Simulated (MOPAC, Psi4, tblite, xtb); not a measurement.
Approach curve of the dimer CH4 ··· H4N+ (SMILES C and [NH4+]) (charge +1). Monomers: optimised at B3LYP-D3(BJ) (def2-TZVP), held rigid. Orientation: lowest of the rigid-body minima from ten starts at GFN2-xTB. The monomers approach along the line of their centres of mass (distance R); nothing else relaxes.

- GFN2-xTB (tblite)
- PM7, restricted, heats of formation (MOPAC)
- GFN1-xTB (xtb)
- wB97X-D/def2-TZVP, counterpoise-corrected (Psi4)

Interaction energies in kJ/mol; the last columns give the difference from wB97X-D:

| R / Å | GFN2-xTB | PM7 | GFN1-xTB | wB97X-D/def2-TZVP | GFN2-xTB − wB97X-D/def2-TZVP | PM7 − wB97X-D/def2-TZVP | GFN1-xTB − wB97X-D/def2-TZVP |
|---|---|---|---|---|---|---|---|
| 2.53 | 36.51 | 103.95 | 40.63 | 48.48 | -11.96 | 55.47 | -7.85 |
| 2.73 | -2.11 | 40.97 | 6.04 | 5.37 | -7.48 | 35.60 | 0.67 |
| 2.98 | -19.16 | 5.06 | -10.64 | -14.97 | -4.19 | 20.03 | 4.34 |
| 3.14 | -21.08 | -4.36 | -13.68 | -18.65 | -2.43 | 14.29 | 4.96 |
| 3.31 | -19.76 | -8.14 | -13.85 | -18.91 | -0.85 | 10.77 | 5.06 |
| 3.50 | -16.76 | -8.64 | -12.27 | -17.18 | 0.42 | 8.54 | 4.91 |
| 3.87 | -11.00 | -6.58 | -7.90 | -12.40 | 1.40 | 5.82 | 4.50 |
| 4.14 | -8.07 | -5.06 | -5.24 | -9.44 | 1.37 | 4.37 | 4.20 |
| 4.64 | -4.87 | -3.21 | -2.38 | -5.73 | 0.86 | 2.52 | 3.35 |
| 5.34 | -2.72 | -2.04 | -0.99 | -3.01 | 0.29 | 0.98 | 2.02 |
| 6.33 | -1.37 | -1.10 | -0.41 | -1.41 | 0.04 | 0.32 | 1.00 |
| 7.66 | -0.65 | -0.53 | -0.16 | -0.63 | -0.02 | 0.10 | 0.47 |

GFN2-xTB is furthest from wB97X-D/def2-TZVP at 2.53 (-11.96 kJ/mol, below); its mean absolute difference over the points is 2.61 kJ/mol.

PM7 is furthest from wB97X-D/def2-TZVP at 2.53 (55.47 kJ/mol, above); its mean absolute difference over the points is 13.23 kJ/mol.

GFN1-xTB is furthest from wB97X-D/def2-TZVP at 2.53 (-7.85 kJ/mol, below); its mean absolute difference over the points is 3.61 kJ/mol.
